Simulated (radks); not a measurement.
The numbers below are computed, except where a source is named.
These are the eigenvalues of the occupied orbitals of an atom or ion with whole-number occupations (eV). Code: a radial shooting solver on a logarithmic mesh with Libxc functionals. Model: Dirac Kohn-Sham, PBE, spin-unpolarised, spherical densities, finite nucleus; Fermi nuclear charge, rms radius of each element as measured or else 0.836 A^(1/3) + 0.57 fm.

| orbital | eigenvalue |
|---|---|
| 1s1/2 | -308.5377 |
| 2s1/2 | -40.3784 |

Which element is it, and in what charge state? The configuration may be excited. Open shells, if any, fill j = l - 1/2 first.

Answer. Z = 6, carbon, charge +2: C2+ in [He] 2s2. The 1s level, -11.339 hartree, gives Z - s = 4.8 by -(Z - s)^2/2, which with screening and relativity narrows Z to a few neighbours, and the depths must fix Z and the occupations together.
